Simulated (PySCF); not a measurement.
**Working out the ionisation energy of Sb**

Sb [Kr] 4d10 5s2 5p3 (4S) → Sb⁺ [Kr] 4d10 5s2 5p2 (3P). All numbers are calculated (PySCF 2.14, scalar relativity through the core potential, in aug-cc-pwCVTZ-PP with ECP28MDF (8s7p6d4f1g, 96 functions)). Frozen: nothing. Energies in hartree (1 hartree = 27.21139 eV):

| part | Sb (lower) | Sb⁺ (upper) |
| --- | --- | --- |
| UHF | -239.277857 | -238.962878 |
| MP2 opposite-spin | -0.529862 | -0.521291 |
| MP2 same-spin | -0.275861 | -0.263712 |

Question: What does Hartree-Fock give?

Answer: (-238.962878) − (-239.277857) = 0.314979 hartree = 8.571 eV.

Question: What do MP2 and SCS-MP2 (6/5 opposite-spin, 1/3 same-spin) give?

Answer: The opposite-spin parts differ by 0.233 eV and the same-spin parts by 0.331 eV. MP2: 8.571 + (0.233) + (0.331) = 9.135 eV. SCS-MP2: 8.571 + 1.2 × (0.233) + (0.331)/3 = 8.961 eV.

Measured between the centres of the two terms (NIST): 9.124 eV, so MP2 (valence and next inner shell) is off by 0.011 eV.

What remains against the reference includes basis incompleteness and correlation beyond second order.
